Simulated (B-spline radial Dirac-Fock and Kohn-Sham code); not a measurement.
# The M5 (3d5/2) hole of cesium ions: width and yield against charge

Method: independent-particle radiative and Coulomb Auger rates from relativistic LDA hole-state orbitals, with Dirac-Fock energies. Computed with a radial finite-basis atomic code. Tabulated ground configurations, configuration averages; single configurations, so decays that open only by mixing (as 1s 2s² with 1s 2p² in Be-like ions) are missing and such tiny yields are far too low.

```
 ion      configuration  radiative (eV)  non-radiative (eV)     yield
  Cs           [Xe] 6s1        0.000289               0.684  0.000422
 Cs⁺  [Kr] 4d10 5s2 5p6        0.000290               0.685  0.000423
Cs²⁺  [Kr] 4d10 5s2 5p5        0.000287               0.685  0.000419
Cs³⁺  [Kr] 4d10 5s2 5p4        0.000283               0.685  0.000413
Cs⁴⁺  [Kr] 4d10 5s2 5p3        0.000279               0.686  0.000406
Cs⁵⁺  [Kr] 4d10 5s2 5p2        0.000273               0.686  0.000398
Cs⁶⁺  [Kr] 4d10 5s2 5p1        0.000267               0.686  0.000389
Cs⁷⁺      [Kr] 4d10 5s2        0.000259               0.687  0.000378
```
